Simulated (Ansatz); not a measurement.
A structure drawn as `Cl[B]1B[CH2][AlH]1`, with this starting geometry:

Cartesian coordinates in Å:
```
Cl -2.943 -0.856 0.883
B -1.247 -0.349 0.346
B 0.270 -1.058 0.545
C 1.112 0.100 -0.174
Al -0.434 1.218 -0.686
H 0.662 -2.037 1.099
H 1.779 0.633 0.482
H 1.603 -0.282 -1.097
H -0.801 2.630 -1.397
```

The species carries charge 0 and has multiplicity 1.

**Question.** Relax it with Ansatz at PBE-D4/def2-SVP and then PBE0-D4/def2-TZVP. Is the drawn bonding still there?

**Answer.** Yes, every drawn bond is still there and no new one forms.

**Question.** Give the relaxed structure. (Estimate.)

**Answer.** The calculation gave: 
Z-matrix (Å, degrees):
```
B
B 1 1.677
Al 1 2.342 2 60.6
C 1 1.503 2 108.6 3 -35.0
H 1 1.200 2 127.4 3 123.1
Cl 2 1.721 1 137.6 3 175.0
H 3 1.585 1 152.9 2 159.3
H 4 1.127 1 118.8 2 -31.1
H 4 1.084 1 126.4 2 177.8
```
All modes are real.

Atoms count as bonded under 1.1 times the sum of their covalent radii (H–H under 0.85 Å, pairs among N, O and F under 1.55 Å), and a drawn bond as lost past 1.3 times.
